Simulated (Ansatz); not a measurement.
C₄H₉Al (`C=C[CH2][AlH][CH3]`) at its PBE0-D4/def2-TZVP geometry, where that method's forces vanish. Total charge 0; spin multiplicity 1.

```tsv
atom	x (Å)	y (Å)	z (Å)
C1	-0.7632	-1.5362	-0.6361
C2	0.3309	-0.8243	-1.0504
C3	1.5345	-0.6320	-0.2855
Al4	0.0272	0.1503	0.8745
C5	-0.6417	1.9678	0.6099
H6	-1.6903	-1.4891	-1.1916
H7	-0.6837	-2.3001	0.1309
H8	0.1730	-0.1344	-1.8789
H9	1.8979	-1.4833	0.2863
H10	2.3136	-0.0368	-0.7451
H11	-0.1692	-0.7143	2.1875
H12	-1.7085	2.0414	0.8398
H13	-0.4961	2.3219	-0.4142
H14	-0.1244	2.6691	1.2728
```

Problem. For each bond, give half the difference of the two atoms' forces along it (eV/Å; positive pushes the atoms apart) under PBE-D4, r2SCAN-D4, B3LYP-D4, ωB97M-V in def2-TZVPP. (An estimate is asked.)

Solution. Ansatz gave: 
```tsv
bond	length (Å)	PBE-D4	r2SCAN-D4	B3LYP-D4	ωB97M-V
C1–C2	1.370	0.33	0.19	0.08	-0.08
C1–H6	1.082	0.01	-0.07	-0.10	-0.03
C1–H7	1.085	0.02	-0.07	-0.07	-0.03
C2–C3	1.439	-0.01	0.04	0.17	0.24
C2–Al4	2.179	0.08	0.01	0.21	0.16
C2–H8	1.090	0.04	-0.06	-0.12	-0.11
C3–Al4	2.057	0.08	0.04	0.12	0.06
C3–H9	1.088	0.08	-0.03	-0.08	-0.09
Al4–C5	1.955	-0.06	-0.02	0.03	0.04
Al4–H11	1.584	0.04	-0.02	-0.17	-0.17
C5–H12	1.094	0.12	0.00	-0.04	-0.05
C5–H13	1.093	0.11	0.00	-0.03	-0.04
C5–H14	1.095	0.12	-0.01	-0.04	-0.04
```

B3LYP here is the variant with VWN-RPA as its local correlation; programs differ in this.
